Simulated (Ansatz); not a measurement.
One change: `B/C=C(\F)Cl` becomes `B/C=C(\F)[SiH3]`.

Ansatz, PBE0-D4/def2-TZVP geometries, multiplicity 1. 

```
                                          property  `B/C=C(\F)Cl`
              HOMO–LUMO gap (PBE0/def2-TZVPP) / eV           5.88
           HOMO–LUMO gap (ωB97M-V/def2-TZVPP) / eV          10.03
               HOMO–LUMO gap (PBE/def2-TZVPP) / eV           3.87
size of the dipole moment (ωB97M-V/def2-TZVPP) / D           1.11
                LUMO energy (PBE0/def2-TZVPP) / eV          -2.30
    size of the dipole moment (PBE/def2-TZVPP) / D           1.33
```

What does the change do to each property? (An estimate is asked.)

Ansatz gave: 
```json
{"property": "HOMO–LUMO gap (PBE0/def2-TZVPP) / eV", "`B/C=C(\\F)[SiH3]`": "5.87", "shift": "-0.01"}
{"property": "HOMO–LUMO gap (ωB97M-V/def2-TZVPP) / eV", "`B/C=C(\\F)[SiH3]`": "10.06", "shift": "0.03"}
{"property": "HOMO–LUMO gap (PBE/def2-TZVPP) / eV", "`B/C=C(\\F)[SiH3]`": "3.85", "shift": "-0.02"}
{"property": "size of the dipole moment (ωB97M-V/def2-TZVPP) / D", "`B/C=C(\\F)[SiH3]`": "1.91", "shift": "0.80"}
{"property": "LUMO energy (PBE0/def2-TZVPP) / eV", "`B/C=C(\\F)[SiH3]`": "-2.38", "shift": "-0.08"}
{"property": "size of the dipole moment (PBE/def2-TZVPP) / D", "`B/C=C(\\F)[SiH3]`": "1.97", "shift": "0.64"}
```

Dipoles are sizes alone; their direction can turn.
